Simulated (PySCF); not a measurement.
Compound: C7H12OSi.
Atom-mapped SMILES: `[OH:1][CH2:2][C:3]1=[CH:4][SiH2:5][C@H:6]2[CH2:7][C@@H:8]1[CH2:9]2`

Definitions: NICS(0) = −σiso at the ring centroid; NICS(1) = −σiso and NICS(1)zz = −σzz at ±1 Å along the ring normal z. Level: GIAO PBE0/pcSseg-1 (PySCF, non-relativistic, gas phase) on the GFN2-xTB geometry, one conformer.

Ring bond lengths (Å), with Mayer bond orders in brackets: C3–C4 1.334 (1.88), C4–Si5 1.879 (0.89), Si5–C6 1.899 (0.88), C6–C7 1.536 (0.97), C7–C8 1.540 (0.96), C8–C3 1.501 (0.94); C6–C7 1.536 (0.97), C7–C8 1.540 (0.96), C8–C9 1.540 (0.96), C9–C6 1.536 (0.97).

What do the NICS probes read (ppm)?

| ring | type | NICS(0) | NICS(1), two faces | NICS(1)zz, two faces | rms pucker (Å) | centre to ring atoms, mean (Å) |
| --- | --- | --- | --- | --- | --- | --- |
| C3–C4–Si5–C6–C7–C8 | 6-membered ring with Si; formal bonds 1 double, 5 single | 1.0 | -4.0 / -1.4 | -0.6 / 1.9 | 0.33 | 1.51 |
| C6–C7–C8–C9 | 4-membered carbocycle; formal bonds all single | -0.7 | 0.9 / -0.7 | -1.6 / 2.5 | 0.16 | 1.08 |

What can be read from them?

- C3–C4–Si5–C6–C7–C8: mean NICS(1)zz 0.6 ppm, near zero. Si5, C6, C7, C8 have four or more neighbours, and the NICS criterion for π rings isn't applied.
- C6–C7–C8–C9: mean NICS(1)zz 0.5 ppm, near zero. C6, C7, C8, C9 have four or more neighbours; no verdict on aromaticity is drawn. The two faces differ by 4.1 ppm, so no symmetry operation interchanges them.

What are the shieldings of the ring atoms and their hydrogens in the same run (means over atoms taken as equivalent)?

| atoms | environment | σ isotropic (ppm) |
| --- | --- | --- |
| C3 | fully substituted alkene carbon | 2.3 |
| C4 | alkene CH carbon | 71.4 |
| Si5 | SiH2 silicon | 394.4 |
| C6 | sp3 carbon bound to silicon | 169.9 |
| C7 (×2) | four-membered-ring carbon | 150.5 |
| C8 | sp3 carbon at a ring junction | 151.3 |
| H on C4 | vinylic hydrogen | 26.11 |
| H on Si5 (×2) | Si–H hydrogen | 27.16 |
| H on C6 | methine hydrogen | 29.88 |
| H on C7 (×2) | methylene hydrogen | 29.04 |
| H on C7 (×2) | methylene hydrogen | 30.12 |
| H on C8 | methine hydrogen | 28.58 |

Hardware: one thread, Arm Neoverse N1 (aarch64), on a shared host. Cost: 92 s wall (with the writing of density and orbital grids), 0.98 GiB resident at most. This is the whole shielding run at PBE0/pcSseg-1, SCF included.
